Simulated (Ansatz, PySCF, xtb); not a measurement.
Torsion H3–P1–P2–H5 in H4P2 (SMILES PP); at each angle all else is relaxed with GFN2-xTB, and the levels are single points there.
Geometry at 20° (charge 0, multiplicity 1):
```xyz
6

P     -1.0492    -0.2949    -0.6029
P      1.0983    -0.1913    -0.3556
H     -1.3524     1.0367    -0.3244
H     -1.2741    -0.6906     0.7132
H      1.1611     0.9745     0.4057
H      1.2954     0.4989    -1.5489
```
Energies count from the point at 20°.

Correlated levels freeze the cores. CBS(a, b) extrapolates the correlation energy as X⁻³ and adds the Hartree–Fock energy of set b.

The values were computed with Ansatz (a first-principles code) with Gaussian orbitals; PySCF for the dispersion terms; xtb for the GFN methods. Each number belongs to the level named beside it.

Energies in kJ/mol.

```
dihedral (°)  GFN-FF  PBE/def2-TZVPP  r2SCAN-D4/def2-TZVPP  MP2/CBS(cc-pV(T+d)Z, cc-pV(Q+d)Z)  CCSD(T)/CBS(cc-pV(T+d)Z, cc-pV(Q+d)Z)
------------  ------  --------------  --------------------  ---------------------------------  -------------------------------------
0                0.0             0.5                   0.8                                  ?                                    0.8
20               0.0             0.0                   0.0                                0.0                                    0.0
40               0.8             3.1                   3.1                                3.2                                    2.9
60               2.5             9.9                  10.4                               10.5                                    9.5
80               3.3            16.4                  17.6                               18.0                                   16.4
100              2.1            17.3                  18.7                               19.3                                   17.6
120             -0.3            12.0                  13.0                                  ?                                   12.4
140             -1.7             5.1                   5.5                                6.0                                    5.4
160             -1.5             0.7                   0.8                                  ?                                    0.9
180             -0.6             0.2                   0.4                                0.5                                    0.6
```

Problem. What belongs in the gaps?

Solution. 
- 0, MP2/CBS(cc-pV(T+d)Z, cc-pV(Q+d)Z): 0.8
- 160, MP2/CBS(cc-pV(T+d)Z, cc-pV(Q+d)Z): 1.1
- 120, MP2/CBS(cc-pV(T+d)Z, cc-pV(Q+d)Z): 13.6
